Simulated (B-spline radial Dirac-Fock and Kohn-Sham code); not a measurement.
# Dipole and non-dipole photoemission parameters of Mo 4d5/2

System: the Mo atom, 1s2 2s2 2p6 3s2 3p6 3d10 4s2 4p6 4d5 5s1; threshold 6.11 eV (orbital energy of the model). Model: Dirac-Hartree-Slater photoionisation with a Latter tail; cross sections with all multipoles, angular parameters from the dipole term and its interference with E2. Program: an atomic code on a B-spline grid.

Input file task.json (cfg lists n, l and occupation; rrms is the nuclear radius in fm):

```json
{"items": [{
  "Z": 42,
  "q": 0,
  "cfg": [[1, 0, 2], [2, 0, 2], [2, 1, 6], [3, 0, 2], [3, 1, 6], [3, 2, 10], [4, 0, 2], [4, 1, 6], [4, 2, 5], [5, 0, 1]],
  "A": 98,
  "rrms": 4.4091,
  "do": "xps",
  "hv": [54.3, 55.6, 67.0, 96.8, 145.0, 173.0, 195.0, 363.0, 469.0, 487.0, 558.0, 600, 641.0, 730.0, 870.0, 887.0, 1000, 1100.0, 1300.0, 2000, 2200.0, 2660.0, 2984.4, 3440.0, 4000, 5414.7, 8010.0, 8040.0, 8047.8, 9251.7],
  "edges": {"K": 20000.0, "L1": 2866.0, "L2": 2625.0, "L3": 2520.0, "M1": 506.3, "M2": 411.6, "M3": 394.0, "M4": 231.1, "M5": 227.9, "N1": 63.2}
}]}
```

Run with: `python xray2_run.py task.json out`

For linearly polarised light dσ/dΩ = σ/(4π) [1 + β P₂(cos θ) + (δ + γ cos²θ) sin θ cos φ], with θ from the polarisation vector and φ the angle between the beam and the projection of the electron momentum on the plane normal to the polarisation.

| hν (eV) | σ (kb) | β | γ | δ |
| --- | --- | --- | --- | --- |
| 54.3 | 1240 | 1.501 | 0.013 | 0.008 |
| 55.6 | 1080 | 1.549 | 0.015 | 0.008 |
| 67 | 316 | 1.939 | 0.055 | 0.005 |
| 96.8 | 58.9 | -0.731 | 0.289 | -0.059 |
| 145 | 138 | 0.207 | 0.043 | -0.021 |
| 173 | 148 | 0.522 | 0.009 | -0.013 |
| 195 | 144 | 0.683 | -0.006 | -0.008 |
| 363 | 71.0 | 1.156 | -0.010 | 0.010 |
| 469 | 44.1 | 1.244 | 0.022 | 0.017 |
| 487 | 40.9 | 1.253 | 0.028 | 0.018 |
| 558 | 30.6 | 1.279 | 0.055 | 0.022 |
| 600 | 26.1 | 1.289 | 0.072 | 0.024 |
| 641 | 22.5 | 1.295 | 0.089 | 0.026 |
| 730 | ? | ? | ? | ? |
| 870 | 10.7 | 1.297 | 0.185 | 0.036 |
| 887 | 10.2 | 1.296 | 0.192 | 0.037 |
| 1000 | 7.46 | 1.285 | 0.238 | 0.041 |
| 1100 | 5.78 | 1.272 | 0.278 | 0.045 |
| 1300 | 3.63 | 1.243 | 0.353 | 0.053 |
| 2000 | 1.00 | 1.131 | 0.576 | 0.082 |
| 2200 | 0.741 | 1.100 | 0.629 | 0.090 |
| 2660 | 0.399 | 1.035 | 0.735 | 0.110 |
| 2984.4 | 0.272 | 0.993 | 0.799 | 0.123 |
| 3440 | 0.167 | 0.940 | 0.878 | 0.143 |
| 4000 | 0.0985 | 0.883 | 0.959 | 0.167 |
| 5414.7 | 0.0329 | 0.769 | 1.116 | 0.225 |
| 8010 | 0.00744 | 0.629 | 1.302 | 0.324 |
| 8040 | 0.00734 | 0.627 | 1.304 | 0.325 |
| 8047.8 | 0.00731 | 0.627 | 1.304 | 0.326 |
| 9251.7 | 0.00423 | 0.580 | 1.362 | 0.369 |

**Question.** Give the values at 730 eV.

**Answer.** σ = 16.5 kb, β = 1.302, γ = 0.126, δ = 0.030.

Values without a named source are computed, but for edge energies of neutral atoms, which are taken from tables.
